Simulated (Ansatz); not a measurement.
Frontier orbitals of `CC1=CC(C)=[O+][Al-]([OH])([F])[O]1`.

```xyz
18

C    -1.7081    1.5501    1.4554
C    -0.6604    0.6979    0.8263
C    -0.9050    0.0440   -0.3813
C     0.0479   -0.7457   -1.0248
C    -0.2609   -1.4002   -2.3271
O     1.2191   -0.9570   -0.5667
Al    1.8590   -0.4264    1.0432
O     3.3241    0.4176    0.9456
F     1.8490   -1.7327    2.0570
O     0.4434    0.6245    1.4608
H    -1.9440    1.1465    2.4435
H    -2.6153    1.6045    0.8571
H    -1.3063    2.5542    1.6104
H    -1.8717    0.1668   -0.8469
H     0.4838   -1.0947   -3.0658
H    -1.2587   -1.1592   -2.6880
H    -0.1652   -2.4826   -2.2088
H     3.4695    1.1923    0.4101
```

The species carries charge 0 and has multiplicity 1. All single points use the PBE0-D4/def2-TZVP geometry. It is one conformer, not always the lowest. Basis def2-TZVPP, Ansatz 0.2.0.

| functional | HOMO (eV) | LUMO (eV) | gap (eV) |
| --- | --- | --- | --- |
| LDA (SPW92) | -6.78 | -3.30 | 3.48 |
| PBE | -6.56 | -3.05 | 3.51 |
| PBE0 | -7.72 | -2.20 | 5.52 |
| BHLYP | -8.74 | -1.16 | 7.58 |
| CAM-B3LYP | -9.00 | -1.11 | 7.89 |
| ωB97M-V | -9.84 | -0.10 | 9.74 |

What is the vertical ionisation energy at frozen-core CCSD(T)/CBS(def2)? (Best estimate.)

Computed: 9.81 eV (T1 of the cation 0.019).

From PBE to PBE0 the HOMO moves by −1.16 eV and the LUMO by +0.85 eV, and with ωB97M-V by −3.28 and +2.95 eV, so the gap grows from 3.51 to 9.74 eV with exact exchange. −ε(HOMO) differs from that ionisation energy by −3.25 eV with PBE and +0.04 eV with ωB97M-V.
